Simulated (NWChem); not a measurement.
# Correlation energy of Al2

```xyz
2

Al     0.0000     0.0000     1.2411
Al     0.0000     0.0000    -1.2411
```
Charge 0, spin multiplicity 3.

Everything below was run with NWChem. The geometry was optimised at UPBE0/def2-SVP, a minimum by its harmonic frequencies.

Basis set: def2-SVP. Each correlation energy counts from its own Hartree-Fock reference.

```tsv
method	correlation energy (mHa)
CCSD on UHF	-112.1
CCSD(T) on ROHF	-123.4
CCSD[T] on ROHF	-123.7
CCSD(T) on UHF	-119.1
CCSDT on ROHF	-124.6
SCS-UMP2	-87.5
CCSD[T] on UHF	-119.5
CCSD on ROHF	-115.5
UMP2	-86.6
```

The values span 38.0 mHa, from CCSDT on ROHF (lowest) to UMP2 (highest). 

The correlated methods keep 10 core orbitals frozen. This spin state was chosen for the runs; another may lie lower. The structure started from a generated list of species. The unpaired electrons of the parent sit in orbitals of symmetry b2u and b3u (D2h labels of the run); other states weren't searched. The stability of the SCF solutions was not checked. Open-shell Hartree-Fock references start from PBE0 orbitals. No row is a measurement; the coupled-cluster row has its own basis-set and correlation limits.
